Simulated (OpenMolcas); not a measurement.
**Lines of Kr²⁺: computed and rescaled rates**

```
Program             : OpenMolcas
Method              : SS-CASPT2, IPEA 0.25 Eh, imaginary shift 0.1 Eh (closed shells correlated: 3d 4s)
Basis               : ANO-RCC-VTZP [6s5p3d1f]
Scalar Hamiltonian  : DKH2, point nucleus
Active space        : 4 electrons in 3 orbitals (4p)
State averaging     : 2S+1 = 3 even, 3 roots; 2S+1 = 1 even, 6 roots
Spin-orbit coupling : RASSI with atomic mean-field integrals over the reference wave functions, term energies averaged over their components
```

Rates come from the transition moments of the reference wave functions (E1 and E2 in the length form). At fixed line strength A goes as λ^-3 for E1 and M1 and as λ^-5 for E2, so a rate at the computed wavelength can be rescaled to the measured one. Measured vacuum wavelengths follow from level energies in Saloman, J. Phys. Chem. Ref. Data 36, 215 (2007). Branching counts decays inside the model space alone, at computed energies, and the table is only a selection of the E2 and M1 lines, drawn from those between levels with measured partners whose computed energy lies within a factor of 1.5 of the measured one.

| Upper | Lower | Type | λ computed (nm) | λ measured (nm) | A computed (s-1) | A rescaled (s-1) | Branching % |
| --- | --- | --- | --- | --- | --- | --- | --- |
| 4s2 4p4 3P0 | 4s2 4p4 3P1 | M1 | 11290 | 13080 | 3.64e-02 | 2.34e-02 | 95.2 |
| 4s2 4p4 3P1 | 4s2 4p4 3P2 | M1 | 2417 | 2199 | 1.55e+00 | 2.06e+00 | 100.0 |
| 4s2 4p4 3P0 | 4s2 4p4 3P2 | E2 | 1991 | 1882 | 1.85e-03 | 2.45e-03 | 4.8 |
| 4s2 4p4 1D2 | 4s2 4p4 3P1 | M1 | 916.9 | 990.5 | 5.41e-01 |  | 11.5 |
| 4s2 4p4 1D2 | 4s2 4p4 3P2 | M1 | 664.7 | 682.9 | 4.13e+00 |  | 87.6 |
| 4s2 4p4 1D2 | 4s2 4p4 3P2 | E2 | 664.7 | 682.9 | 3.99e-02 |  | 0.8 |
| 4s2 4p4 1S0 | 4s2 4p4 1D2 | E2 | 518 | 542.4 | 5.77e+00 | 4.58e+00 | 10.5 |
| 4s2 4p4 1S0 | 4s2 4p4 3P1 | M1 | 331 | 350.5 | 4.85e+01 |  | 88.1 |
| 4s2 4p4 1S0 | 4s2 4p4 3P2 | E2 | 291.1 | 302.3 | 7.66e-01 |  | 1.4 |

Spin-changing lines and M1 lines between different terms are not rescaled, since their strength hangs on the term gaps too.

The largest correction is for 4s2 4p4 3P0 → 4s2 4p4 3P1 (M1): 3.64e-02 × (11290 / 13080)^3 = 2.34e-02 s-1, a factor of 0.64.

The computed rate and branching of 4s2 4p4 3P1 → 4s2 4p4 3P2 give the upper level a radiative lifetime of 1.000 / 1.55e+00 s-1 = 6.45e-01 s, counting decays inside the model space alone. The rescaled rate gives about 4.9e-01 s.

No measured rate stands beside these. Rescaling mends the energy factor alone: line strengths can still be far off where a level mixes with configurations outside the active space, and weak or spin-changing lines hang on small mixing coefficients that depend on the term gaps too, so rescaling need not improve them.

Term energies are means over components that CASPT2 splits; among the terms shown or strongly mixed into the levels shown the widest spread is 150 cm-1 (4s2 4p4 1D). With the s shell closed, the reference lacks s² → p² mixing. Computed and measured levels are paired by configuration, term and J; levels that our copy of the source lacks, or whose pairing is in doubt (as where it misses far off the trend of its configuration), stay unpaired. Levels of configurations outside the active space are missing.
